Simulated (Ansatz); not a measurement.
Compare A (`O[SiH]1CCO1`) with its isomer B (`O=COC[SiH3]`).

Computed with Ansatz on PBE0-D4/def2-TZVP structures; ΔE is electronic, products minus reactants. CCSD(T)/CBS is the MP2 limit (def2-TZVPP, def2-QZVPP) plus CCSD(T) − MP2 in def2-TZVPP, frozen cores. Functionals use def2-TZVPP. B3LYP here is the variant with VWN-RPA as its local correlation; programs differ in this. One conformer a species, not always the lowest.

Q: Which isomer does CCSD(T)/CBS put lower? Give the gap. (An estimate is asked.)

A: Ansatz gave: A, by 250.4 kJ/mol.

Q: Give E(B) − E(A) in kJ/mol with CCSD(T)/def2-TZVPP, MP2/def2-TZVPP, PBE0-D4, CCSD/def2-TZVPP, HF/def2-TZVPP, B3LYP-D4, PBE-D4. (Best estimate.)

A: Computed: CCSD(T)/def2-TZVPP 240.2, MP2/def2-TZVPP 257.4, PBE0-D4 236.6, CCSD/def2-TZVPP 245.0, HF/def2-TZVPP 227.3, B3LYP-D4 221.2, PBE-D4 215.4. None reverses the order clearly.

Largest T1 diagnostic: 0.015.

In def2-TZVPP, CCSD(T) changes the Hartree–Fock value by +13.0 kJ/mol (the triples alone add −4.8 kJ/mol) and MP2 by +30.2 kJ/mol. From PBE to PBE0 (25 % exact exchange), in def2-TZVPP and without D4, E(B) − E(A) moves by +21.4 kJ/mol.
